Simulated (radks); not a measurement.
The numbers below are computed, except where a source is named.
All-electron atom: the antimony ion Sb3+ in [Ar] 3d10 4s2 4p4 4d10 5s2 5d2 (not the ground configuration). Level of theory: Dirac Kohn-Sham, AM05, spin-unpolarised, spherical densities, finite nucleus; open shells are shared between the two j in proportion to 2j + 1; Fermi nuclear charge, rms radius 4.6802 fm (a radial shooting solver on a logarithmic mesh with Libxc functionals).

Radial electron density D(r) = 4 pi r^2 rho(r):

```
   r/bohr * D(r) (the largest magnitude, 84.4, reaches the edge; | marks zero)
 0.003612 |        *
 0.004856 |             *
 0.006477 |                   *
 0.008639 |                           *
  0.01152 |                                   *
  0.01549 |                                         *
  0.02066 |                                          *
  0.02756 |                                        *
  0.03705 |                                     *
  0.04941 |                                       *
  0.06591 |                                                *
   0.0879 |                                                      *
   0.1182 |                                               *
   0.1576 |                                      *
   0.2102 |                                         *
   0.2827 |                                           *
    0.377 |                           *
   0.5028 |              *
   0.6707 |              *
   0.9017 |            *
    1.203 |      *
    1.604 |  *
    2.157 |*
    2.876 |*
    3.836 *
    5.117 *
    6.879 *
```

D(r) has 4 maxima, at r = 0.0200, 0.0886, 0.257, 0.738 bohr, and minima at 0.0395, 0.169, 0.558 bohr, inside which lie 2.04, 11.27, 29.13 electrons.
